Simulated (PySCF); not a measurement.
This PySCF input asks for the NMR shieldings of `InChI=1S/C5H11BN2S/c1-3-8-6-9-5-4-7-2/h4H,5-6H2,1-2H3/b7-4+`; the geometry comes from GFN2-xTB.

```python
import basis_set_exchange as bse
import numpy as np
from pyscf import gto, dft
from pyscf.prop import nmr

atoms = """
C     1.521439    1.604010    0.873192
C     1.873507    0.314168    0.392445
N     2.073873   -0.747370   -0.004686
B     1.936897   -2.142038   -0.470243
S     0.204424   -2.134650   -1.317112
C    -0.900386   -1.644705    0.087013
C    -1.598305   -0.421933   -0.358418
N    -1.316864    0.727128    0.078647
C    -1.998334    1.871843   -0.454786
H     1.891556    2.375779    0.199616
H     0.423710    1.626027    0.899430
H     1.925957    1.764539    1.871539
H     1.941862   -2.841656    0.487851
H     2.748056   -2.378308   -1.294029
H    -0.296689   -1.476535    0.974887
H    -1.599498   -2.465604    0.243274
H    -2.345289   -0.578398   -1.148071
H    -2.765576    1.613381   -1.195208
H    -1.264304    2.531906   -0.921503
H    -2.461184    2.413094    0.372360
"""
names = dict.fromkeys(["C", "N", "B", "S", "H"], "pcSseg-1")
basis = {el: gto.basis.parse(bse.get_basis(n, elements=[el], fmt="nwchem")) for el, n in names.items()}
mol = gto.M(atom=atoms, basis=basis, charge=0, verbose=0)
mf = dft.RKS(mol, xc="PBE0")
mf.grids.level = 2
mf.grids.alignment = dft.numint.BLKSIZE   # the property module wants whole blocks of grid points
mf.conv_tol = 1e-9
mf.kernel()

calc = nmr.RKS(mf)   # GIAO
C = mf.mo_coeff
Co = C[:, mf.mo_occ > 0]
resp = mf.gen_response(singlet=True, hermi=2)
def vind(x):   # induced exchange potential for any number of trial vectors
    d = np.einsum("pi,xij,qj->xpq", C, 2 * x.reshape(-1, C.shape[1], Co.shape[1]), Co, optimize=True)
    return np.einsum("xpq,pi,qj->xij", resp(d - d.transpose(0, 2, 1)), C, Co, optimize=True).ravel()
mo1, _ = nmr.rhf.solve_mo1(calc, with_cphf=vind)
sigma = calc.kernel(mo1)
for i, s in enumerate(sigma):   # ppm
    print("%2d %-2s %9.2f" % (i, mol.atom_pure_symbol(i), np.trace(s) / 3))
```

Question: What are the results?

Answer: 
```
 0 C     183.23
 1 C      58.09
 2 N      45.37
 3 B     127.06
 4 S     549.98
 5 C     147.61
 6 C      15.45
 7 N     -59.98
 8 C     136.93
 9 H      29.63
10 H      25.97
11 H      29.63
12 H      28.80
13 H      29.31
14 H      29.21
15 H      28.03
16 H      24.10
17 H      28.62
18 H      28.22
19 H      27.98
```

These numbers come from an equivalent density-fitted implementation of the same equations, which agrees with the script to about 0.01 ppm for H and up to a few tenths of a ppm for heavy atoms, so last digits may differ.

Size and cost of the density-fitted run: 215 basis functions, 94 s wall time on 1 thread of an Arm Neoverse N1, shared host; peak memory 1 GiB.
